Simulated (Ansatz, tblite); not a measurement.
Cost and result up the ladder for the cluster Be2Te2⁺ (4 atoms). The state is a doublet with charge 1. Geometry: r2SCAN-D4/def2-TZVP.

```csv
atom,x (Å),y (Å),z (Å)
Be1,-1.020,-0.268,0.229
Be2,1.020,0.268,-0.229
Te3,0.365,0.283,1.958
Te4,-0.365,-0.283,-1.958
```

Ansatz on 4 threads of Arm Neoverse V1 on a shared host; xTB runs through tblite on one thread. Times are rough, summed over both states, and most runs start from the orbitals of an earlier one. ωB97M-V/def2-TZVP serves as the yardstick here, not as an exact answer. The other state is a quartet at its own geometry, which has other bonds, so the gap mixes isomer and spin.

In the def2 sets Te takes a core potential; there is no spin–orbit coupling. The xTB rows come from tblite. HSE06 is defined as in plane-wave codes, on full-range PBE exchange. Correlated methods freeze 8 core orbitals; core or outer-core shells of Te are correlated, in sets that lack core-valence functions. The structure comes from a short search, and lower isomers may exist.

Run but left out: HF/def2-TZVPP, MP2/def2-TZVPP, CCSD/def2-TZVPP, CCSD(T)/def2-TZVPP (flagged by the program: other roots); MP2/def2-TZVP (doublet: ⟨S²⟩ 0.92, where a pure state has 0.75).

Correlated methods converge slowly with the basis.

xTB has no spin-polarisation term.

| level | functions | quartet − doublet (eV) | difference from ωB97M-V/def2-TZVP (eV) |
| --- | --- | --- | --- |
| ωB97M-V/def2-TZVP | 138 | 2.77 | 0.00 |
| PBE-D4/def2-TZVP (with forces) | 138 | 2.77 | 0.00 |
| r2SCANh-D4/def2-TZVP | 138 | 2.64 | -0.13 |
| GFN2-xTB | 26 | 2.48 | -0.30 |
| PBE0-D4/def2-TZVP | 138 | 2.70 | -0.07 |
| RPA@PBE/def2-TZVP | 138 | 2.43 | -0.34 |
| CAM-B3LYP-D4/def2-TZVP | 138 | 2.71 | -0.06 |
| GFN1-xTB | 26 | 2.02 | -0.76 |
| B97M-V/def2-TZVP | 138 | 2.84 | 0.07 |
| HSE06-D4/def2-TZVP | 138 | 2.70 | -0.07 |
| r2SCAN-D4/def2-TZVP | 138 | 2.67 | -0.11 |

(1) Estimate how long each takes.

## Answers

(1) GFN1-xTB 0.005 s; GFN2-xTB 0.008 s; PBE-D4/def2-TZVP (with forces) 5.3 s; PBE0-D4/def2-TZVP 5.5 s; HSE06-D4/def2-TZVP 5.9 s; CAM-B3LYP-D4/def2-TZVP 6.7 s; RPA@PBE/def2-TZVP 8.7 s; r2SCAN-D4/def2-TZVP 16 s; B97M-V/def2-TZVP 18 s; r2SCANh-D4/def2-TZVP 19 s; ωB97M-V/def2-TZVP 41 s. On shared hardware such times vary by a factor of up to 3.
